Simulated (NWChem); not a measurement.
Species: Si₂H₅O₂Cl; SMILES O[Si@@H](Cl)O[SiH3]

```xyz
10

O      1.7402     1.4342    -0.4153
Si     0.5368     0.6848     0.4152
Cl    -1.3103     1.4985    -0.0989
O      0.4845    -0.9131     0.0975
Si    -0.2878    -2.3684    -0.1090
H      1.7221     1.3947    -1.3822
H      0.7904     0.9539     1.8357
H     -1.2556    -2.6028     0.9932
H      0.7428    -3.4350    -0.1025
H     -1.0082    -2.3832    -1.4075
```
Atoms are numbered in this order, from 1.

Results from NWChem. Medium grid unless said otherwise, to which SCAN and Minnesota functionals are sensitive. Structure relaxed at the B3LYP/6-31G* (spherical d) level.

Q: Predict the results for M06-2X/def2-TZVP. Quantities: highest occupied level (eV); orbital gap (eV); dipole (D).

A: The highest occupied level (eV) comes out as -10.44. The orbital gap (eV) is 11.16. The dipole (D) is 1.54.
